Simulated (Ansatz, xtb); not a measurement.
CH2AlGeO: where a starting geometry ends

The starting geometry of this gas-phase doublet was built from a drawn formula by distance geometry and a force field; its bonds are those of `O=[C]1[AlH][GeH]1`.

```tsv
atom	x (Å)	y (Å)	z (Å)
C	-0.1232	-0.2282	2.4687
Al	1.7208	0.6332	1.9555
Ge	1.4414	-1.4787	2.5733
O	-1.3117	-0.0873	2.6941
H	2.6021	1.8174	1.5277
H	1.8888	-1.6300	4.0592
```

Question: Predict what becomes of its bonds when it is optimised with r2SCAN-D4/def2-SVP.

Answer: It keeps its bonds, and is `O=[C]1[AlH][GeH]1`.

The energy falls by 0.41 eV over 13 steps:

| step | E − E(last) (eV) |
| --- | --- |
| 1 | 0.406 |
| 2 | 0.093 |
| 4 | 0.011 |
| 5 | 0.009 |
| 6 | 0.006 |
| 8 | 0.002 |
| 9 | 0.001 |
| 10 | 0.000 |
| 12 | 0.000 |
| 13 | 0.000 |

Final geometry (Å):

| atom | x (Å) | y (Å) | z (Å) |
| --- | --- | --- | --- |
| C | 0.0326 | -0.1888 | 2.4640 |
| Al | 1.8592 | 0.7404 | 2.0506 |
| Ge | 1.5793 | -1.5070 | 2.6765 |
| O | -1.1120 | -0.0067 | 2.7280 |
| H | 2.3201 | 2.0111 | 1.2095 |
| H | 1.5390 | -2.0227 | 4.1499 |

From the same start GFN2-xTB ends elsewhere, differing in Al2–H6 (1.56 against 3.48 Å here), Ge3–H6 (3.62 against 1.56 Å here).

The end wasn't checked by frequencies. Open shells are spin-unrestricted. Run with Ansatz 0.2.0, 39 s on 2 threads of Intel(R) Xeon(R) 6975P-C (Granite Rapids) (shared host).
